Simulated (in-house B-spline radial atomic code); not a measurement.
A run on Ga⁺ (an excited or competing configuration) that did not converge. Method: scalar-relativistic (X2C) LC-wPBE, spin-polarised, spherical fractional occupations, exact exchange averaged over the configuration, Fermi nucleus of rms radius 3.9973 fm; computed with a B-spline radial code for spherical atoms.

Command:
```bash
python run_scf.py task.json out
```
Settings (nuclear radius in fm, mass in u):
```
Z                31
configuration    [Ar] 3d9 4s2 5f1
hamiltonian      x2c
method           lc_wpbe
spin_polarised   True
nucleus          fermi
rms_radius       3.9973
atomic_mass      68.92557
speed_of_light   137.035999084
exact_exchange   averaged over the configuration
```

First and last ten iterations of the last attempt (damped for 15 steps, keeping 80 % of the old Fock matrix, then DIIS):
```
 iter        energy (Eh)    residual
    1       -1941.085279    3.57e-01
    2       -1941.350006    1.85e-01
    3       -1941.867301    1.08e-01
    4       -1942.062936    6.26e-02
    5       -1942.133281    3.58e-02
    6       -1942.157852    2.05e-02
    7       -1942.166374    1.43e-02
    8       -1942.169380    1.02e-02
    9       -1942.170502    7.45e-03
   10       -1942.170954    5.50e-03
  111       -1942.171472    6.00e-07
  112       -1942.171472    4.99e-07
  113       -1942.171472    4.74e-07
  114       -1942.171472    4.72e-07
  115       -1942.171472    4.71e-07
  116       -1942.171472    3.15e-07
  117       -1942.171472    3.15e-07
  118       -1942.171472    3.16e-07
  119       -1942.171472    3.16e-07
  120       -1942.171472    3.16e-07
 not converged after 120 iterations
```

The smallest residual met was 3.2e-07; the threshold is about 3e-07. Over the last five steps the energy moves by less than 1e-08 hartree, but the orbitals didn't meet the threshold. Time taken, with all properties: 43 s on 1 thread of Intel(R) Xeon(R) 6975P-C, on a shared host.
